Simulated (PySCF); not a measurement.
FIn, charge -1, doublet, geometry from GFN2-xTB (such geometries of metal compounds can be far from the true shape) (a state made from the parent by changing its charge; the spin is typed, not shown lowest) (all electrons, no relativity) (a gas-phase anion, which may not be bound at this level); CASSCF(5,4)/STO-3G run with PySCF.

The PySCF input:
```python
from pyscf import gto, scf, mcscf
import numpy

mol = gto.Mole()
mol.atom = '''
    In   -0.000000   -0.000000   -0.359014
    F     0.000000    0.000000    1.954633
'''
mol.basis = 'sto-3g'
mol.charge = -1
mol.spin = 1
mol.verbose = 4
mol.build()

mf = scf.ROHF(mol)
mf.kernel()
mc = mcscf.CASSCF(mf, 4, 5)
mc.fix_spin_(ss=0.75)
mc = mc.newton()
mc.kernel()
occ = numpy.linalg.eigvalsh(mc.fcisolver.make_rdm1(mc.ci, mc.ncas, mc.nelecas))[::-1]
ss = mc.fcisolver.spin_square(mc.ci, mc.ncas, mc.nelecas)[0]
print('natural occupations', occ.round(4), ' <S^2>', round(ss, 4))
```

Problem. Write the output that PySCF gives for this input, abridged.

Solution. 
```
PySCF version 2.14.0

[INPUT] verbose = 4
[INPUT] num. atoms = 2
[INPUT] num. electrons = 59
[INPUT] charge = -1
[INPUT] spin (= nelec alpha-beta = 2S) = 1
[INPUT] symmetry False subgroup None
[INPUT] Mole.unit = angstrom
[INPUT] Symbol           X                Y                Z      unit          X                Y                Z       unit  Magmom
[INPUT]  1 In     0.000000000000   0.000000000000  -0.359014000000 AA    0.000000000000   0.000000000000  -0.678438134885 Bohr   0.0
[INPUT]  2 F      0.000000000000   0.000000000000   1.954633000000 AA    0.000000000000   0.000000000000   3.693721044037 Bohr   0.0

nuclear repulsion = 100.86549504558
number of shells = 14
number of NR pGTOs = 96
number of NR cGTOs = 32
basis = sto-3g
ecp = {}

******** <class 'pyscf.scf.rohf.ROHF'> ********
method = ROHF
initial guess = minao
damping factor = 0
level_shift factor = 0
DIIS = <class 'pyscf.scf.diis.CDIIS'>
diis_start_cycle = 1
diis_space = 8
diis_damp = 0
SCF conv_tol = 1e-09
SCF conv_tol_grad = None
SCF max_cycles = 50
direct_scf = True
direct_scf_tol = 1e-13
num. doubly occ = 29  num. singly occ = 1
Set gradient conv threshold to 3.16228e-05
init E= -5764.90951473581

WARN: HOMO -0.254531955999786 >= LUMO -0.254531955999806

cycle= 1 E= -5780.53012732133  delta_E= -15.6  |g|= 0.334  |ddm|= 1.34
  HOMO = 0.368466520418325  LUMO = 0.488831153600543  gap/eV = 3.27529
cycle= 2 E= -5780.59127938328  delta_E= -0.0612  |g|= 0.136  |ddm|= 0.733
  HOMO = 0.391404109213241  LUMO = 0.511504497211006  gap/eV = 3.26810
cycle= 3 E= -5780.60689035005  delta_E= -0.0156  |g|= 0.0371  |ddm|= 0.272
  HOMO = 0.387303116669585  LUMO = 0.508628781262152  gap/eV = 3.30144
cycle= 4 E= -5780.60827656006  delta_E= -0.00139  |g|= 0.0112  |ddm|= 0.0748
  HOMO = 0.387690135784344  LUMO = 0.509507890795404  gap/eV = 3.31483
cycle= 5 E= -5780.60848575339  delta_E= -0.000209  |g|= 0.0024  |ddm|= 0.0406
  HOMO = 0.38792864695565  LUMO = 0.509767352328229  gap/eV = 3.31540
cycle= 6 E= -5780.60849403924  delta_E= -8.29e-06  |g|= 0.000271  |ddm|= 0.00757
  HOMO = 0.387911035991993  LUMO = 0.509739095535251  gap/eV = 3.31511
cycle= 7 E= -5780.6084941435  delta_E= -1.04e-07  |g|= 8.38e-05  |ddm|= 0.000924
  HOMO = 0.38791236488357  LUMO = 0.509738801936272  gap/eV = 3.31507
cycle= 8 E= -5780.60849415602  delta_E= -1.25e-08  |g|= 3.13e-05  |ddm|= 0.000288
  HOMO = 0.387910987631216  LUMO = 0.509738511733695  gap/eV = 3.31510
cycle= 9 E= -5780.60849415801  delta_E= -1.98e-09  |g|= 3.65e-06  |ddm|= 0.00016
  HOMO = 0.387911785660045  LUMO = 0.509738802546799  gap/eV = 3.31508
cycle= 10 E= -5780.60849415803  delta_E= -2e-11  |g|= 7.59e-07  |ddm|= 1.43e-05
  HOMO = 0.3879116592664  LUMO = 0.509738776103163  gap/eV = 3.31508
Extra cycle  E= -5780.60849415803  delta_E= -1.82e-12  |g|= 3.54e-07  |ddm|= 1.7e-06
converged SCF energy = -5780.60849415803

******** <class 'pyscf.mcscf.newton_casscf.CASSCF'> ********
CAS (3e+2e, 4o), ncore = 27, nvir = 1
max_cycle_macro = 50
max_cycle_micro = 10
conv_tol = 1e-07
conv_tol_grad = None
orbital rotation max_stepsize = 0.03
augmented hessian ah_max_cycle = 30
augmented hessian ah_conv_tol = 1e-12
augmented hessian ah_linear dependence = 1e-14
augmented hessian ah_level shift = 1e-08
augmented hessian ah_start_tol = 500
augmented hessian ah_start_cycle = 3
augmented hessian ah_grad_trust_region = 3
kf_trust_region = 3
kf_interval = 5
natorb = False
canonicalization = True
internal_rotation = False
******** <class 'pyscf.fci.addons.SpinPenaltyFCISolver'> ********
max. cycles = 50
conv_tol = 1e-08
davidson only = True
linear dependence = 1e-12
level shift = 0.001
max iter space = 12
nroots = 1
pspace_size = 400
spin = None

WARN: SO-CASSCF (Second order CASSCF) is an experimental feature. Its performance is bad for large systems.

CASCI E = -5780.61310062586  dE = -5780.6131  S^2 = 0.7500000
Set conv_tol_grad to 0.000316228
macro 1 (11 JK  7 micro), CASSCF E = -5780.61670979234  dE = -0.003609  |grad|=0.0243  S^2 = 0.7500000
macro 2 (11 JK  7 micro), CASSCF E = -5780.61977105829  dE = -0.003061  |grad|=0.0168  S^2 = 0.7500000
macro 3 (10 JK  6 micro), CASSCF E = -5780.62115657942  dE = -0.001386  |grad|=0.00567  S^2 = 0.7500000
macro 4 (7 JK  3 micro), CASSCF E = -5780.6213853323  dE = -0.0002288  |grad|=0.00226  S^2 = 0.7500000
macro 5 (6 JK  2 micro), CASSCF E = -5780.62143015577  dE = -4.482e-05  |grad|=0.000949  S^2 = 0.7500000
macro 6 (7 JK  3 micro), CASSCF E = -5780.62143819197  dE = -8.036e-06  |grad|=0.000382  S^2 = 0.7500000
macro 7 (5 JK  1 micro), CASSCF E = -5780.62143819207  dE = -1.019e-10  |grad|=0.000386  S^2 = 0.7500000
macro 8 (5 JK  1 micro), CASSCF E = -5780.62143819209  dE = -2.183e-11  |grad|=0.000385  S^2 = 0.7500000
macro 9 (5 JK  1 micro), CASSCF E = -5780.6214381921  dE = -1e-11  |grad|=0.000385  S^2 = 0.7500000
macro 10 (5 JK  1 micro), CASSCF E = -5780.6214381921  dE = -1.819e-12  |grad|=0.000386  S^2 = 0.7500000
macro 11 (5 JK  1 micro), CASSCF E = -5780.6214381921  dE = -1.819e-12  |grad|=0.000386  S^2 = 0.7500000
macro 12 (5 JK  1 micro), CASSCF E = -5780.6214381921  dE = 0  |grad|=0.000386  S^2 = 0.7500000
macro 13 (5 JK  1 micro), CASSCF E = -5780.6214381921  dE = 0  |grad|=0.000386  S^2 = 0.7500000
macro 14 (5 JK  1 micro), CASSCF E = -5780.6214381921  dE = 0  |grad|=0.000386  S^2 = 0.7500000
macro 15 (5 JK  1 micro), CASSCF E = -5780.6214381921  dE = 0  |grad|=0.000386  S^2 = 0.7500000
macro 16 (4 JK  1 micro), CASSCF E = -5780.62143819211  dE = -1.819e-12  |grad|=0.000386  S^2 = 0.7500000
macro 17 (4 JK  1 micro), CASSCF E = -5780.62143819211  dE = 0  |grad|=0.000386  S^2 = 0.7500000
macro 18 (4 JK  1 micro), CASSCF E = -5780.62143819211  dE = 9.095e-13  |grad|=0.000386  S^2 = 0.7500000
macro 19 (4 JK  1 micro), CASSCF E = -5780.62143819211  dE = -9.095e-13  |grad|=0.000386  S^2 = 0.7500000
macro 20 (4 JK  1 micro), CASSCF E = -5780.62143819211  dE = 0  |grad|=0.000386  S^2 = 0.7500000
macro 21 (4 JK  1 micro), CASSCF E = -5780.6214381921  dE = 3.638e-12  |grad|=0.000386  S^2 = 0.7500000
macro 22 (4 JK  1 micro), CASSCF E = -5780.6214381921  dE = 0  |grad|=0.000386  S^2 = 0.7500000
macro 23 (5 JK  1 micro), CASSCF E = -5780.6214381921  dE = -1.819e-12  |grad|=0.000386  S^2 = 0.7500000
macro 24 (4 JK  1 micro), CASSCF E = -5780.6214381921  dE = 1.819e-12  |grad|=0.000386  S^2 = 0.7500000
macro 25 (4 JK  1 micro), CASSCF E = -5780.6214381921  dE = -1.819e-12  |grad|=0.000386  S^2 = 0.7500000
macro 26 (4 JK  1 micro), CASSCF E = -5780.6214381921  dE = 0  |grad|=0.000386  S^2 = 0.7500000
macro 27 (4 JK  1 micro), CASSCF E = -5780.6214381921  dE = 0  |grad|=0.000386  S^2 = 0.7500000
macro 28 (4 JK  1 micro), CASSCF E = -5780.6214381921  dE = 1.819e-12  |grad|=0.000386  S^2 = 0.7500000
macro 29 (4 JK  1 micro), CASSCF E = -5780.62143819211  dE = -2.728e-12  |grad|=0.000386  S^2 = 0.7500000
macro 30 (4 JK  1 micro), CASSCF E = -5780.6214381921  dE = 9.095e-13  |grad|=0.000386  S^2 = 0.7500000
macro 31 (4 JK  1 micro), CASSCF E = -5780.6214381921  dE = 0  |grad|=0.000386  S^2 = 0.7500000
macro 32 (4 JK  1 micro), CASSCF E = -5780.6214381921  dE = 0  |grad|=0.000386  S^2 = 0.7500000
macro 33 (4 JK  1 micro), CASSCF E = -5780.6214381921  dE = 1.819e-12  |grad|=0.000386  S^2 = 0.7500000
macro 34 (4 JK  1 micro), CASSCF E = -5780.6214381921  dE = -9.095e-13  |grad|=0.000386  S^2 = 0.7500000
macro 35 (4 JK  1 micro), CASSCF E = -5780.6214381921  dE = 9.095e-13  |grad|=0.000386  S^2 = 0.7500000
macro 36 (4 JK  1 micro), CASSCF E = -5780.6214381921  dE = 0  |grad|=0.000386  S^2 = 0.7500000
macro 37 (4 JK  1 micro), CASSCF E = -5780.6214381921  dE = 0  |grad|=0.000386  S^2 = 0.7500000
macro 38 (4 JK  1 micro), CASSCF E = -5780.6214381921  dE = 1.819e-12  |grad|=0.000386  S^2 = 0.7500000
macro 39 (4 JK  1 micro), CASSCF E = -5780.6214381921  dE = 0  |grad|=0.000386  S^2 = 0.7500000
macro 40 (4 JK  1 micro), CASSCF E = -5780.6214381921  dE = -9.095e-13  |grad|=0.000386  S^2 = 0.7500000
macro 41 (4 JK  1 micro), CASSCF E = -5780.6214381921  dE = -9.095e-13  |grad|=0.000386  S^2 = 0.7500000
macro 42 (4 JK  1 micro), CASSCF E = -5780.6214381921  dE = 0  |grad|=0.000386  S^2 = 0.7500000
macro 43 (4 JK  1 micro), CASSCF E = -5780.6214381921  dE = -9.095e-13  |grad|=0.000386  S^2 = 0.7500000
macro 44 (4 JK  1 micro), CASSCF E = -5780.6214381921  dE = 3.638e-12  |grad|=0.000386  S^2 = 0.7500000
macro 45 (4 JK  1 micro), CASSCF E = -5780.6214381921  dE = -2.728e-12  |grad|=0.000386  S^2 = 0.7500000
macro 46 (4 JK  1 micro), CASSCF E = -5780.6214381921  dE = 9.095e-13  |grad|=0.000386  S^2 = 0.7500000
macro 47 (4 JK  1 micro), CASSCF E = -5780.6214381921  dE = 9.095e-13  |grad|=0.000386  S^2 = 0.7500000
macro 48 (4 JK  1 micro), CASSCF E = -5780.6214381921  dE = 0  |grad|=0.000386  S^2 = 0.7500000
macro 49 (4 JK  1 micro), CASSCF E = -5780.6214381921  dE = 1.819e-12  |grad|=0.000386  S^2 = 0.7500000
macro 50 (4 JK  1 micro), CASSCF E = -5780.6214381921  dE = -1.819e-12  |grad|=0.000386  S^2 = 0.7500000
newton CASSCF not converged, 50 macro (100 KF 138 Hx) steps
CASSCF canonicalization
Density matrix diagonal elements [1.99972162 1.94531518 1.         0.0549632 ]
CASSCF energy = -5780.62143819210
CASCI E = -5780.62143819210  E(CI) = -2.78091106951160  S^2 = 0.7500000
natural occupations [1.9997 1.9453 1.     0.055 ]  <S^2> 0.75
```

Convergence was not reached.
